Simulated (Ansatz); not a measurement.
`F[Si](Cl)(Cl)S[SiH2]Cl` + trichlorosilane → `F[SiH](Cl)Cl` + `Cl[SiH2]S[Si](Cl)(Cl)Cl`  (redistribution)

Calculated with Ansatz (gas phase, PBE0-D4/def2-TZVP geometries, no zero-point term in ΔE). CCSD(T)/CBS is the MP2 limit (def2-TZVPP, def2-QZVPP) plus CCSD(T) − MP2 in def2-TZVPP, frozen cores. This one scheme is used for every species. DFT in def2-TZVPP. B3LYP here is the variant with VWN-RPA as its local correlation; programs differ in this. One conformer a species, not always the lowest.

```tsv
level	ΔE (kJ/mol)	difference from CCSD(T)/CBS
PBE0-D4	0.7	0.5
B3LYP-D4	-0.7	-0.9
B2PLYP	2.3	2.1
PBE	3.6	3.4
r2SCAN	3.4	3.2
B3LYP	4.6	4.4
MP2/def2-TZVPP	-1.9	-2.1
SCS-MP2/def2-TZVPP	-0.3	-0.5
CCSD(T)/def2-TZVPP	1.2	1.0
HF/CBS(def2)	6.4	6.2
CCSD(T)/CBS	0.2	0
```

Largest T1 diagnostic among the species: 0.011.

The D4 term adds −5.3 kJ/mol with B3LYP and −3.1 kJ/mol with PBE0; it sums over pairs of atoms, weighted by their polarisabilities, and B3LYP, whose exchange is more repulsive, gets the larger term. In def2-TZVPP, CCSD(T) changes the Hartree–Fock value by −4.9 kJ/mol (the triples alone add −1.1 kJ/mol) and MP2 by −8.0 kJ/mol.
